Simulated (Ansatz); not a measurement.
Consider the ligand exchange at the Si–C bond: `C=C[SiH](F)Cl` + `N=C=O` → `O=C=N[SiH](F)Cl` + ethylene.

Computed with Ansatz on PBE0-D4/def2-TZVP structures; ΔE is electronic, products minus reactants. CCSD(T)/CBS is the MP2 limit (def2-TZVPP, def2-QZVPP) plus CCSD(T) − MP2 in def2-TZVPP, frozen cores. This one scheme is used for every species. Functionals use def2-TZVPP. B3LYP here is the variant with VWN-RPA as its local correlation; programs differ in this. Each species was taken in one conformer, which may not be the lowest.

```
      level  ΔE (eV)
     B97M-V    -0.96
      B3LYP    -0.96
  CAM-B3LYP    -0.99
HF/def2-SVP    -1.12
```

**Question.** What does CCSD(T)/CBS give? (Estimate.)

**Answer.** The calculation gave: -0.94 eV. The listed levels differ from it by -0.02, -0.02, -0.05, -0.18 eV.

Largest T1 diagnostic among the species: 0.018.

Leaving LDA and LC-ωPBE aside and taking each functional with its dispersion term where it has one, the values, not all of them listed here, spread over 0.20 eV, from BHLYP-D4 to PBE-D4. From r2SCAN to r2SCAN0 (25 % exact exchange), in def2-TZVPP and without D4, ΔE moves by −0.04 eV.

CCSD(T)/CBS has its own doubt, a few kJ/mol and more with outer-core shells, so smaller differences from it don't rank the levels.
